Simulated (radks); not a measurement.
Species: Tl3+. Configuration: [Xe] 4f14 5d10. Method: Dirac Kohn-Sham, SOGGA, spin-unpolarised, spherical densities, point nucleus; computed with a radial shooting solver on a logarithmic mesh with Libxc functionals.

Normalised radial functions P(r) = r R(r) (large component), r in bohr:

| r | 5d3/2 |
|---|---|
| 0.001132 | 0.0000 |
| 0.001535 | 0.0001 |
| 0.002063 | 0.0001 |
| 0.002796 | 0.0003 |
| 0.003759 | 0.0005 |
| 0.005095 | 0.0011 |
| 0.00685 | 0.0022 |
| 0.009284 | 0.0047 |
| 0.01258 | 0.0098 |
| 0.01692 | 0.0198 |
| 0.02293 | 0.0395 |
| 0.03082 | 0.0740 |
| 0.04177 | 0.1319 |
| 0.05616 | 0.2104 |
| 0.07612 | 0.2950 |
| 0.1023 | 0.3298 |
| 0.1387 | 0.2374 |
| 0.188 | -0.0262 |
| 0.2527 | -0.3471 |
| 0.3425 | -0.4839 |
| 0.4605 | -0.2303 |
| 0.6241 | 0.3289 |
| 0.839 | 0.8204 |
| 1.137 | 0.9737 |
| 1.529 | 0.7833 |
| 2.072 | 0.4491 |
| 2.808 | 0.1778 |
| 3.775 | 0.0460 |
| 5.117 | 0.0060 |
| 6.879 | 0.0004 |

5d3/2: eigenvalue -45.610 eV, 2 radial nodes at r = 0.183, 0.527 bohr, <r> = 1.31 bohr, 90 % of the charge inside 1.98 bohr.
